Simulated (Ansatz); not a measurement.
`C[Si]Br` + `CNC` → `C[Si]N(C)C` + HBr at 500 K and 1 bar (ligand exchange at the Si–Br bond).

Isolated molecules relaxed with PBE0-D4/def2-TZVP in Ansatz; ΔE leaves out vibrations. CCSD(T)/CBS adds triple-zeta CCSD(T) − MP2 to the extrapolated MP2 energy (def2 sets, frozen cores). For Br outer-core shells are correlated without core-valence functions, which leaves a few kJ/mol of doubt a bond. Scalar relativity is left out up to krypton. Each species was taken in one conformer, which may not be the lowest.

```
     species  CCSD(T)/CBS energy (Eh)  H − E (kJ/mol)  S (J/(mol·K))
   `C[Si]Br`              -2902.25975           126.6          348.9
       `CNC`               -135.00321           273.8          313.8
`C[Si]N(C)C`               -463.33839           363.3          417.2
         HBr              -2573.91920            30.5          213.7
```

H − E and S are ideal-gas, rigid-rotor, harmonic terms from PBE0-D4/def2-TZVP, for one conformer and one mirror image of each species. 1 Eh = 2625.50 kJ/mol, R = 8.31446 J/(mol·K).

Q: By hand: ΔE, ΔH, ΔS and ΔG.

A: ΔE = (-463.33839) + (-2573.91920) − (-2902.25975) − (-135.00321) = 0.00537 Eh = 14.1 kJ/mol. Δ(H − E) = 363.3 + 30.5 − 126.6 − 273.8 = -6.6, so ΔH = 7.5 kJ/mol. ΔS = 417.2 + 213.7 − 348.9 − 313.8 = -31.8 J/(mol·K). ΔG = 7.5 − 500 × (-31.8)/1000 = 23.4 kJ/mol.

Q: By hand: the equilibrium constant, and the temperature at which ΔG would vanish if ΔH and ΔS stayed fixed.

A: log₁₀ K = −ΔG/(RT ln 10) = -2.4. ΔH and −TΔS have one sign here, so there is no such temperature.

TΔS isn't small against ΔH here. A doubt of 5 kJ/mol in ΔE shifts log₁₀ K by 0.5 here. Other conformers and mirror images would add mixing entropy, several J/(mol·K) or more a flexible species. These are equilibria of isolated gas molecules and say nothing of rates. Largest T1 diagnostic: 0.014 (customary marks: 0.02 for closed shells, 0.045 for open ones).
